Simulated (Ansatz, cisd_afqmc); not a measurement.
Species: CH₂ClF, charge 0, singlet. CH2ClF (chloro(fluoro)methane, SMILES C(Cl)F).
B3LYP-D3(BJ)/def2-TZVP minimum from Ansatz (a first-principles code):
```xyz
5

F     -1.3558     0.7711    -0.0633
C     -0.6911    -0.4140     0.0650
Cl     1.0724    -0.1496    -0.0054
H     -0.9215    -0.8485     1.0343
H     -0.9607    -1.0650    -0.7626
```
Charge 0, spin multiplicity 1.

Atomisation energy term by term, kcal/mol (programs: Ansatz, cisd_afqmc). UHF or UKS for unpaired electrons; spin-orbit terms are left out. Correlated methods leave the cores frozen. Rows without X2C or -DK are non-relativistic. The Monte Carlo rows (phaseless AFQMC, CISD trial, step 0.005/hartree) carry one-sigma bars that omit the constraint's bias. Outlying blocks are dropped, and bars are widened where a walk drifts. Over all cases where full CI ran beside it in this data, AFQMC minus full CI had a median of +0.1 mEh and passed +0.4 mEh in a tenth of the cases. CBS(X,Y): correlation extrapolated as X^-3, Hartree-Fock from the larger set (Q,5: extrapolated as (X+1)exp(-9√X)). A bracket is a step between two methods taken in the basis named. '+ core + X2C': CCSD(T) terms for core correlation (cc-pwCVTZ, 1s frozen past Ne) and scalar relativity (cc-pVTZ-DK). Where a partner has so few electrons that a lower coupled-cluster level is exact, that level stands in.

| term | basis | kcal/mol |
|---|---|---|
| Hartree-Fock | CBS(cc-pV(Q+d)Z,cc-pV(5+d)Z) | 284.15 |
| CCSD correlation | CBS(cc-pV(Q+d)Z,cc-pV(5+d)Z) | 109.42 |
| (T) | CBS(cc-pV(Q+d)Z,cc-pV(5+d)Z) | 8.50 |
| CCSDT(Q) - CCSD(T) | cc-pV(D+d)Z | 0.44 |
| core correlation | cc-pwCVTZ | 1.25 |
| scalar relativity | X2C, cc-pVTZ-DK | -0.54 |
| sum: De |  | 403.2 |

The step beyond CCSD(T) by other levels: AFQMC/CISD in cc-pV(D+d)Z 0.19 ± 0.26; AFQMC/CISD in cc-pV(T+d)Z 0.78 ± 0.26 kcal/mol.
